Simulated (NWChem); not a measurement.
System: Cl2 anion, doublet

The following NWChem deck was run.

```
start job
memory heap 200 mb stack 700 mb global 900 mb
charge -1
geometry units angstroms noautosym nocenter noautoz
  Cl     0.000000     0.000000    -1.360302
  Cl     0.000000     0.000000     1.360302
end
basis spherical
  * library def2-tzvp
end
dft
  odft
  mult 2
  xc xpbe96 cpbe96
  iterations 150
end
property
  efieldgrad
end
task dft property
```

Excerpt of the output:

```
             Northwest Computational Chemistry Package (NWChem) 7.3.0
             --------------------------------------------------------

                             Geometry "geometry" -> ""
                             -------------------------

 Output coordinates in angstroms (scale by  1.889725989 to convert to a.u.)

  No.       Tag          Charge          X              Y              Z
 ---- ---------------- ---------- -------------- -------------- --------------
    1 Cl                  17.0000     0.00000000     0.00000000    -1.36030200
    2 Cl                  17.0000     0.00000000     0.00000000     1.36030200

 Effective nuclear repulsion energy (a.u.)      56.2126002023

  pbe96 is a nonlocal functional; adding pw91lda local functional.
                              NWChem Property Module
                              ----------------------

  itol2e modified to match energy
  convergence criterion.

                                 NWChem DFT Module
                                 -----------------

 Summary of "ao basis" -> "ao basis" (spherical)
 ------------------------------------------------------------------------------
       Tag                 Description            Shells   Functions and Types
 ---------------- ------------------------------  ------  ---------------------
 Cl                        def2-tzvp                13       37   5s5p2d1f

  itol2e modified to match energy
  convergence criterion.

            General Information
            -------------------
          SCF calculation type: DFT
          Wavefunction type:  spin polarized.
          No. of atoms     :     2
          No. of electrons :    35
           Alpha electrons :    18
            Beta electrons :    17
          Charge           :    -1
          Spin multiplicity:     2
          Use of symmetry is: off; symmetry adaption is: off
          Maximum number of iterations: 150
          AO basis - number of functions:    74
                     number of shells:    26
          Convergence on energy requested:  1.00D-07
          Convergence on density requested:  1.00D-05
          Convergence on gradient requested:  5.00D-04

              XC Information
              --------------
          PerdewBurkeErnzerhof Exchange Functional  1.000
            Perdew 1991 LDA Correlation Functional  1.000 local
           PerdewBurkeErnz. Correlation Functional  1.000 non-local

             Grid Information
             ----------------
          Grid used for XC integration:  fine
          Radial quadrature: Mura-Knowles
          Angular quadrature: Lebedev.
          Tag              B.-S. Rad. Rad. Pts. Rad. Cut. Ang. Pts.
          ---              ---------- --------- --------- ---------
          Cl                  1.00      123           9.0       770
          Grid pruning is: on
          Number of quadrature shells:   246
          Spatial weights used:  Erf1

      Superposition of Atomic Density Guess
      -------------------------------------

 Sum of atomic energies:        -918.95537721

 Renormalizing density from      34.00 to     35

      Non-variational initial energy
      ------------------------------

 Total energy =    -934.948571
 1-e energy   =   -1422.826311
 2-e energy   =     431.665140
 HOMO         =       0.061891
 LUMO         =       0.719886

[...]

          -----------------------
          Electric field gradient
          -----------------------

 1 a.u. = 0.324123 10**(16) esu/cm**3  ( or statvolts/cm**2 ) = 0.97174 10**(22) v/m**2

 ------------------------------------------------------------
   Atom      X         Y         Z
 ------------------------------------------------------------
    1 Cl   0.00000   0.00000  -2.57060
 ------------------------------------------------------------

 Electric field gradient in molecular frame (a.u.)
         XX             YY             ZZ             XY             XZ             YZ
 ------------------------------------------------------------------------------------------
        1.386279       1.386279      -2.772557       0.000000      -0.000000      -0.000000

 Principal components (a.u.) and orientation
 of principal axis w.r.t. absolute frame                      Asymmetry parameter eta
 --------------------------------------------------------------------------------------
       -2.772557       1.386279       1.386279                       0.000000

        0.000000       0.736170      -0.676797
        0.000000       0.676797       0.736170
        1.000000      -0.000000      -0.000000

 ------------------------------------------------------------
   Atom      X         Y         Z
 ------------------------------------------------------------
    2 Cl   0.00000   0.00000   2.57060
 ------------------------------------------------------------

 Electric field gradient in molecular frame (a.u.)
         XX             YY             ZZ             XY             XZ             YZ
 ------------------------------------------------------------------------------------------
        1.386007       1.386007      -2.772013       0.000000       0.000000      -0.000000

 Principal components (a.u.) and orientation
 of principal axis w.r.t. absolute frame                      Asymmetry parameter eta
 --------------------------------------------------------------------------------------
       -2.772013       1.386007       1.386007                       0.000000

       -0.000000       0.741859      -0.670556
        0.000000       0.670556       0.741859
        1.000000       0.000000      -0.000000
```

Level: PBE/def2-TZVP, spin-unrestricted. Sets without diffuse functions describe the anion's extra electron poorly. Structure relaxed at the B3LYP/def2-SVPD, spin-unrestricted level. No stability test was run on the SCF state. NWChem prints the field gradient with the sign opposite to the second derivative of the potential.
